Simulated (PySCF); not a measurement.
Isomers of C3H5N. All species are isolated molecules in the gas phase. One relaxed conformer stands for each flexible species; it need not be the lowest. Strings in code marks are SMILES.

The T1 excitation (TDA) from two functionals at the same geometries (B3LYP-D3(BJ)/def2-TZVP), both in PySCF: PBE-D3(BJ)/def2-TZVP and B3LYP-D3(BJ)/def2-TZVP. B3LYP has the VWN-RPA correlation part, as in Gaussian. Excitations are Tamm–Dancoff values on a coarser integration grid. The basis has no diffuse functions, so Rydberg states are missing or too high.

```
species     B3LYP-D3(BJ)/def2-TZVP (eV)
----------  ---------------------------
`C#CNC`                            4.97
`C1=NCC1`                          4.36
`C(=C=C)N`                         4.00
`C=C=NC`                           4.32
`CC#CN`                            5.10
`NC1=CC1`                          4.36
```

Task: What does PBE-D3(BJ)/def2-TZVP give for each?

Result: 
- `C#CNC`: 4.74
- `C1=NCC1`: 4.20
- `C(=C=C)N`: 3.73
- `C=C=NC`: 4.23
- `CC#CN`: 4.80
- `NC1=CC1`: 4.31
Over these rows, drawn at random from the members with no instability flagged (it was tested for open shells, ions and some series alone), PBE minus B3LYP-D3(BJ): mean -0.18 eV, from -0.30 eV to -0.05 eV.
